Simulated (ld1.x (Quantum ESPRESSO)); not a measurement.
caesium TM: all-electron and pseudo phase curves

- Element: Cs
- Generator: ld1.x (Quantum ESPRESSO) 7.5
- Type: norm-conserving Troullier–Martins (Kleinman–Bylander form)
- Functional: BLYP
- Relativity: scalar-relativistic
- Frozen core: [Kr] 4d10
- Valence charge: 9
- Reference configuration: 5s2 5p6 5d0 6s0.5 6p0.5
- Partial waves: 5s (bound): rc 1.60 bohr; 5p (bound): rc 2.95 bohr; 5d (bound, empty): rc 3.55 bohr
- Local potential: all-electron potential smoothed inside 1.40 bohr (lloc = -1)
- Core correction: none

Occupied shells without a wave of their own: 6p, 6s. They enter only through the test configuration that unscreens the potential.

The phase is arctan(r·u′/u) with u = r·R(r), unwrapped; energies in Ry, scanned from -4 to 5 Ry. A pole is an energy at which the radial function vanishes at the test radius. The pseudo phase is shifted by a multiple of π to meet the all-electron one at the reference energy, and phase errors are pseudo minus all-electron; the curves can meet again beyond the range given. Levels narrower than the energy grid can be missing from the lists of poles.

```json
{"channel": "s", "radius (bohr)": "3.85", "reference energy (Ry)": "-2.00", "poles, all-electron": "-1.97, 1.43", "poles, pseudo": "-1.97, 1.41", "unbroken range about the reference energy with phases within 0.05 rad": "below 3.0", "phase error 1 Ry above the reference energy (rad)": "-0.000"}
{"channel": "p", "radius (bohr)": "3.85", "reference energy (Ry)": "-1.02", "poles, all-electron": "-0.93, 2.23", "poles, pseudo": "-0.93, 0.36, 2.52", "unbroken range about the reference energy with phases within 0.05 rad": "below -0.1", "phase error 1 Ry above the reference energy (rad)": "-0.085"}
{"channel": "d", "radius (bohr)": "3.85", "reference energy (Ry)": "-0.05", "poles, all-electron": "0.53, 3.74", "poles, pseudo": "0.53, 3.02", "unbroken range about the reference energy with phases within 0.05 rad": "below 1.4", "phase error 1 Ry above the reference energy (rad)": "-0.010"}
```

Note: ghost state, extra bound levels that the all-electron valence spectrum of the same l lacks: s at -109.5 eV. A true bound ghost makes a file unfit for plane-wave use.

Phases in the p channel:

```
E (Ry)  all-electron  pseudo
 -4.00         1.433   1.433
 -3.52         1.423   1.423
 -3.04         1.409   1.409
 -2.56         1.390   1.390
 -2.08         1.361   1.361
 -1.60         1.302   1.301
 -1.12         0.405   0.400
 -0.64        -1.757  -1.761
 -0.16        -1.917  -1.951
  0.32        -2.322  -4.529
  0.80        -3.944  -5.930
  1.28        -4.493  -7.485
  1.76        -4.638  -7.726
  2.24        -4.713  -7.818
  2.72        -4.771  -7.877
  3.20        -4.834  -7.931
  3.68        -4.941  -7.999
  4.16        -5.294  -8.136
  4.64        -7.120  -8.803
```
